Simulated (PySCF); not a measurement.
# Charge on either side of a bond

C9H9N.
Atom-mapped SMILES: `[CH2:1]=[C:2]=[C:3]([CH3:4])[c:5]1[cH:6][cH:7][n:8][cH:9][cH:10]1` (hydrogens: H11, H12 on C1; H13, H14, H15 on C4; H16 on C6; H17 on C7; H18 on C9; H19 on C10)

Cartesian coordinates in Å at the PBE0-D3(BJ)/def2-SVP level; atoms count from 1:
```
atom  x, y, z in Å
C1     3.0916    1.4746   -0.0464
C2     2.2165    0.5057   -0.0487
C3     1.3358   -0.4777   -0.0515
C4     1.7986   -1.9056   -0.1739
C5    -0.1129   -0.1942    0.0646
C6    -0.6099    1.1138    0.1721
C7    -1.9799    1.3165    0.2769
N8    -2.8802    0.3325    0.2824
C9    -2.4150   -0.9071    0.1816
C10   -1.0609   -1.2247    0.0713
H11    3.4100    1.9571   -0.9781
H12    3.5375    1.8390    0.8865
H13    1.4878   -2.4970    0.7022
H14    2.8916   -1.9568   -0.2524
H15    1.3657   -2.3841   -1.0671
H16    0.0752    1.9644    0.1730
H17   -2.3734    2.3362    0.3611
H18   -3.1603   -1.7115    0.1873
H19   -0.7624   -2.2709   -0.0077
```

Atomic charges (e) from the PBE0/pcSseg-1 density (PySCF):

| atom | Mulliken | IAO | Hirshfeld | ESP-fitted |
| --- | --- | --- | --- | --- |
| C1 | -0.1611 | -0.3506 | -0.1046 | -0.5043 |
| C2 | -0.0728 | +0.0284 | +0.0116 | +0.1216 |
| C3 | -0.2889 | -0.0356 | -0.0065 | -0.0937 |
| C4 | -0.1584 | -0.4101 | -0.1095 | -0.4937 |
| C5 | -0.0660 | +0.0290 | +0.0116 | +0.5622 |
| C6 | -0.1315 | -0.1800 | -0.0586 | -0.7232 |
| C7 | +0.1680 | -0.0099 | +0.0129 | +0.5690 |
| N8 | -0.4074 | -0.2835 | -0.1701 | -0.7193 |
| C9 | +0.1721 | -0.0060 | +0.0139 | +0.4830 |
| C10 | -0.1873 | -0.1945 | -0.0595 | -0.5966 |
| H11 | +0.1595 | +0.1713 | +0.0613 | +0.2137 |
| H12 | +0.1596 | +0.1713 | +0.0613 | +0.2126 |
| H13 | +0.1407 | +0.1493 | +0.0468 | +0.1603 |
| H14 | +0.1347 | +0.1586 | +0.0483 | +0.1700 |
| H15 | +0.1406 | +0.1494 | +0.0467 | +0.1591 |
| H16 | +0.0982 | +0.1580 | +0.0439 | +0.2256 |
| H17 | +0.1070 | +0.1526 | +0.0506 | +0.0216 |
| H18 | +0.1058 | +0.1519 | +0.0505 | +0.0383 |
| H19 | +0.0871 | +0.1503 | +0.0495 | +0.1938 |

Question: Cut each of the bonds C1–C2, C2–C3, C3–C5 and C4–C3 in turn and sum the charges on the side of the atom named first.

Answer: In e; the other side holds the opposite charge:

| bond cut | piece | atoms | Mulliken | IAO | Hirshfeld | ESP-fitted |
| --- | --- | --- | --- | --- | --- | --- |
| C1–C2 | CH2 | 3 | +0.158 | -0.008 | +0.018 | -0.078 |
| C2–C3 | C2H2 | 4 | +0.085 | +0.020 | +0.030 | +0.044 |
| C3–C5 | C4H5 | 9 | +0.054 | +0.032 | +0.055 | -0.054 |
| C4–C3 | CH3 | 4 | +0.258 | +0.047 | +0.032 | -0.004 |

Extremes among these pieces. Mulliken: lowest C4H5 at C3, highest CH3 at C4; IAO: lowest CH2 at C1, highest CH3 at C4; Hirshfeld: lowest CH2 at C1, highest C4H5 at C3; ESP-fitted: lowest CH2 at C1, highest C2H2 at C2.

Question: Do the schemes agree better on the pieces than on the single atoms at the cuts?

Answer: The spread between schemes averages 0.168 e for the pieces and 0.315 e for the atoms named first; it is smaller for the piece at 4 of the 4 cuts. On average they agree better on the pieces. The sign differs between schemes (beyond ±0.03 e) for CH2 at C1 and C4H5 at C3.

Geometry: PBE0-D3(BJ)/def2-SVP, one conformer, isolated molecule.
